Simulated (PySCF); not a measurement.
O₂Si₂, SMILES [si]12o[si]=2o1. Coordinates come from a B3LYP-D3(BJ)/def2-SVP optimisation.

TDDFT-PBE/def2-SVPD run with PySCF puts the lowest singlet excitations at 3.06, 3.96, 4.27, 4.66, 4.86, 5.49 eV.

### Question
What are the lowest excitation roots from ADC(2)/aug-cc-pVDZ (PySCF 2.14.0)? (An estimate is asked for; the answer gives what the named calculation found.)

### Answer
3.73, 4.85, 4.91, 5.37, 6.42, 6.46 eV. S1 differs by 0.67 eV (second minus first; roots are paired by order, and the bases may differ).
